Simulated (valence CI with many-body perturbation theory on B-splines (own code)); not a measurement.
# Energy levels of Os LXXI

Computed by relativistic CI+MBPT: four valence electrons over a frozen Dirac-Fock core [He], radial functions for each j: 11 s, 11 p, 10 d, 8 f, 5 g, 2 h, with the one-electron correlation potential Σ1, the two-electron term Σ2, the three-electron term Σ3, Breit, model QED; selected CI, second order for the rest, scaled by the run's own slope (own B-spline code, finite nucleus).

The last digits are not significant, and no measured levels were compared; by estimate large intervals hold to a few tenths of a per cent, small ones and those within an open d or f shell to about a per cent. Among the levels kept, up to 1300 cm⁻¹ of a level comes from second order outside the variational space, and about a tenth of that is noise between levels of different J, which matters for small intervals.

Levels 1 to 45 of 214, with energies above the lowest level, (2s^2 2p1/2^2) J=0. "Leading %" is the weight of the configuration and term that name the level; weights of strongly mixed levels are sums over their largest components and can fall short, so below about 35 % the name and the second component can differ from the true leading terms, or belong to a minority configuration. In the jj column 3d3/2^4 stands for four electrons in 3d with j = 3/2.

```
No.  Configuration  Term  J  E (eV)  Leading %      g                Leading jj
  1        2s2 2p2    3P  0       0         68             2s^2 2p1/2^2 (100 %)
  2        2s2 2p2    3P  1    1598        100  1.466  2s^2 2p1/2 2p3/2 (100 %)
  3        2s2 2p2    1D  2    1616         65  1.131  2s^2 2p1/2 2p3/2 (100 %)
  4         2s 2p3   3P°  2    1914         49  1.486  2s 2p1/2^2 2p3/2 (100 %)
  5         2s 2p3   1P°  1    2005         31  1.112  2s 2p1/2^2 2p3/2 (100 %)
  6        2s2 2p2    3P  2    3240         65  1.289       2s^2 2p3/2^2 (99 %)
  7        2s2 2p2    1S  0    3306         67              2s^2 2p3/2^2 (99 %)
  8         2s 2p3   5S°  2    3482         50  1.545  2s 2p1/2 2p3/2^2 (100 %)
  9         2s 2p3   3D°  3    3527        100  1.291  2s 2p1/2 2p3/2^2 (100 %)
 10         2s 2p3   3P°  0    3594        100         2s 2p1/2 2p3/2^2 (100 %)
 11         2s 2p3   3S°  1    3617         53  1.298  2s 2p1/2 2p3/2^2 (100 %)
 12         2s 2p3   1D°  2    3626         74  1.042  2s 2p1/2 2p3/2^2 (100 %)
 13         2s 2p3   3P°  1    3631         64  1.289  2s 2p1/2 2p3/2^2 (100 %)
 14            2p4    3P  2    3960         67  1.302    2p1/2^2 2p3/2^2 (99 %)
 15            2p4    1S  0    4028         65           2p1/2^2 2p3/2^2 (99 %)
 16         2s 2p3   3P°  2    5188         51  1.434        2s 2p3/2^3 (100 %)
 17         2s 2p3   1P°  1    5277         36  1.150        2s 2p3/2^3 (100 %)
 18            2p4    3P  1    5575        100  1.467     2p1/2 2p3/2^3 (100 %)
 19            2p4    1D  2    5594         68  1.119     2p1/2 2p3/2^3 (100 %)
 20            2p4    3P  0    7247         65                  2p3/2^4 (100 %)
 21      2s2 2p 3s   3P°  0   11086        100            2s^2 2p1/2 3s (100 %)
 22      2s2 2p 3s   3P°  1   11089         67  1.298     2s^2 2p1/2 3s (100 %)
 23      2s2 2p 3p    3D  1   11178         74  0.630  2s^2 2p1/2 3p1/2 (100 %)
 24      2s2 2p 3p    3P  0   11229         67          2s^2 2p1/2 3p1/2 (99 %)
 25      2s 2p2 3s    5P  1   11375         41  1.995      2s 2p1/2^2 3s (99 %)
 26      2s 2p2 3s    3P  0   11415         68             2s 2p1/2^2 3s (99 %)
 27      2s 2p2 3p   3P°  1   11476         33  1.332   2s 2p1/2^2 3p1/2 (99 %)
 28      2s 2p2 3p   3P°  0   11477         52          2s 2p1/2^2 3p1/2 (99 %)
 29      2s2 2p 3p    3D  2   11674         52  1.142  2s^2 2p1/2 3p3/2 (100 %)
 30      2s2 2p 3p    3P  1   11675         49  1.496   2s^2 2p1/2 3p3/2 (99 %)
 31      2s2 2p 3d   3F°  2   11742         75  0.740  2s^2 2p1/2 3d3/2 (100 %)
 32      2s2 2p 3d   3D°  1   11769         50  0.826  2s^2 2p1/2 3d3/2 (100 %)
 33      2s2 2p 3d   3P°  2   11880         47  1.283   2s^2 2p1/2 3d5/2 (98 %)
 34      2s2 2p 3d   3F°  3   11884         46  1.091  2s^2 2p1/2 3d5/2 (100 %)
 35      2s 2p2 3p   3P°  2   11967         36  1.489   2s 2p1/2^2 3p3/2 (98 %)
 36      2s 2p2 3p   3D°  1   11972         30  1.140  2s 2p1/2^2 3p3/2 (100 %)
 37      2s 2p2 3d    3D  1   12033         47  0.472  2s 2p1/2^2 3d3/2 (100 %)
 38      2s 2p2 3d    3D  2   12039         30  1.103   2s 2p1/2^2 3d3/2 (99 %)
 39      2s 2p2 3d    3D  3   12168         38  1.324  2s 2p1/2^2 3d5/2 (100 %)
 40      2s 2p2 3d    3F  2   12186         26  1.034   2s 2p1/2^2 3d5/2 (99 %)
 41      2s2 2p 3s   3P°  2   12734         98  1.466      2s^2 2p3/2 3s (98 %)
 42      2s2 2p 3s   1P°  1   12743         66  1.122      2s^2 2p3/2 3s (99 %)
 43      2s2 2p 3p    3P  1   12846         50  1.449   2s^2 2p3/2 3p1/2 (97 %)
 44      2s2 2p 3p    3D  2   12848         47  1.141   2s^2 2p3/2 3p1/2 (98 %)
 45      2s 2p2 3s    5P  2   12940         84  1.718  2s 2p1/2 2p3/2 3s (99 %)
```

The ionisation energy to 2s2 2p 2P°_1/2 of the next ion comes out as 19604 eV (NIST: 19600 ± 60 eV (theoretical)). All 214 levels together are meant to be complete up to 15547 eV.
